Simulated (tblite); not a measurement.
Species: C6H14N (doublet state).
Cartesian coordinates in Å at the GFN2-xTB level; atoms count from 1:
```xyz
21
C6H14N angstrom
C     -2.322    0.056   -0.250
C     -1.038   -0.273    0.409
N     -0.814   -1.726    0.261
C      0.145    0.516   -0.181
C     -0.189    2.008   -0.142
C      1.461    0.265    0.565
C      2.111   -1.077    0.252
H     -3.246   -0.027    0.291
H     -2.375    0.038   -1.325
H     -1.097   -0.078    1.485
H     -1.588   -2.239    0.670
H     -0.768   -1.963   -0.726
H      0.269    0.210   -1.226
H     -1.150    2.194   -0.617
H     -0.245    2.353    0.888
H      0.576    2.585   -0.658
H      1.280    0.337    1.639
H      2.160    1.062    0.297
H      1.455   -1.890    0.547
H      2.315   -1.163   -0.814
H      3.053   -1.171    0.789
```

Computed values, GFN2-xTB/tblite, gas phase, harmonic and unscaled. Against measured fundamentals such values can be off by several per cent, at times by over 20. One conformer, not necessarily the lowest. Open shells enter through the occupations alone, without spin polarisation, and single modes of such species can be off by tens of per cent.

Harmonic wavenumbers (cm⁻¹): 58.6, 110.8, 179.3, 202.8, 216.8, 234.8, 273.8, 298.0, 330.5, 367.4, 375.3, 484.8, 502.4, 584.1, 782.1, 843.8, 911.6, 937.4, 963.9, 991.8, 1026.0, 1032.0, 1048.8, 1088.6, 1132.0, 1143.4, 1172.7, 1199.9, 1253.5, 1287.0, 1289.0, 1302.9, 1352.8, 1362.0, 1405.6, 1408.6, 1409.9, 1489.7, 1493.3, 1499.0, 1504.3, 1508.6, 1543.9, 2922.0, 2930.4, 2956.0, 2979.4, 3023.4, 3025.5, 3029.7, 3030.5, 3035.4, 3067.3, 3107.6, 3149.2, 3373.2, 3407.5.

A = 3181, B = 2185, C = 1413 MHz; mass 100.113 u (most abundant isotopes); point group C1, symmetry number 1; spin multiplicity 2.

Q: What is the zero-point energy?

A: Half the sum of the wavenumbers: 41320 cm⁻¹ = 118.14 kcal/mol.

Q: What is S at 273.15 K and 1 bar for an ideal gas of classical rigid rotors and harmonic oscillators?

A: Translation 39.31, rotation 27.62, vibration 23.41, spin (R ln 2) 1.38: S = 91.7 cal/(mol K).

Q: And Cp and H(273.15 K) − H(0)?

A: Cp = 35.18 cal/(mol K), of which vibrations give 27.23 (their classical limit is 57 R = 113.3); H(273.15 K) − H(0) = 5.81 kcal/mol without the zero-point energy, 3.64 from vibrations.

Q: Blend soft modes into free rotors: weight 1/[1 + (100 cm⁻¹/ν̃)⁴] for the oscillator and the rest for a rotor with moment μB/(μ + B), μ = h/(8π²ν), B = 10⁻⁴⁴ kg m². What vibrational entropy results?

A: 22.37 cal/(mol K) in place of 23.41, which changes −T·S at 273.15 K by +0.29 kcal/mol.

Q: How do the functions run with temperature in this model?

A: 
```tsv
T (K)	S (cal/(mol K))	Cp (cal/(mol K))	H − H(0) (kcal/mol)	G − H(0) (kcal/mol)	ln q(vib)
150	74.5	23.3	2.21	-8.97	2.12
250	88.7	32.9	5.02	-17.16	4.51
298.15	94.9	37.7	6.72	-21.58	5.69
400	107.4	48.0	11.09	-31.89	8.21
600	130.3	65.1	22.50	-55.70	13.19
900	160.3	82.4	44.82	-99.42	20.44
```

q(vib) and H(0) count from the zero-point level.

Hindered rotation and anharmonicity are outside this model. Other conformers, if any are populated, would add a mixing term that is left out. The structure is chiral; the term R ln 2 for an equal mix with its mirror image is left out.

The run took 0.67 s on an Arm Neoverse V1 with one thread, shared host with 32 logical CPUs at a one-minute load of 16. This covers the Hessian and the dipole derivatives.
